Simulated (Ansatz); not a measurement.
Born–Oppenheimer molecular dynamics of C2H6BCl (10 atoms, charge 0, multiplicity 1). It starts from a relaxed structure.

Method: RKS BHLYP/6-31G (Ansatz 0.2.0).

* ensemble: NVT, Langevin thermostat
* time step: 0.25 fs
* steps asked: 250
* set temperature: 500 K
* friction: 0.01 /fs
* seed: 33633

First frame:

```xyz
10
Properties=species:S:1:pos:R:3
B -0.062 -0.006 0.030
C -0.001 0.026 1.584
H -0.979 -0.088 2.043
H 0.665 -0.741 1.976
H 0.415 0.980 1.914
Cl 1.544 -0.066 -0.855
C -1.361 -0.006 -0.822
H -1.797 -1.008 -0.784
H -2.108 0.663 -0.395
H -1.210 0.246 -1.866
```

(1) What does the run give?

(2) What happens to the structure?

(3) How do temperature and energy run in time?

## Answers

(1) All steps were run.

```yaml
steps_done: 250
time_covered: 62.5 fs
mean_temperature_over_the_second_half: 332 K
spread_of_the_potential_energy_over_the_second_half: 4.0 meV per atom
mean_potential_energy_of_the_second_half_above_the_start: 28.2 meV per atom
```

The mean temperature of the second half is 34 % below the set value. A run of 0.062 ps of so small a system gives no equilibrium averages. Limits of this set-up: no polarisation functions.

(2) The same pairs are bonded in the first frame and the last. Pairs count as bonded within 1.25 times the sum of covalent radii (0.12 Å more for H–H). The details hang on the random start.

(3) 
```csv
time (fs),T (K),potential energy less start (eV)
0,450,0.000
5,234,0.254
10,259,0.213
15,270,0.216
20,346,0.168
25,212,0.393
30,264,0.340
35,289,0.300
40,267,0.295
45,337,0.308
50,279,0.323
55,308,0.306
60,400,0.251
```

Time of the run: 8.9 min on 1 thread of AMD EPYC 7R43 64-Core Processor (Zen 3), on a shared host, peak memory 0.13 GiB.
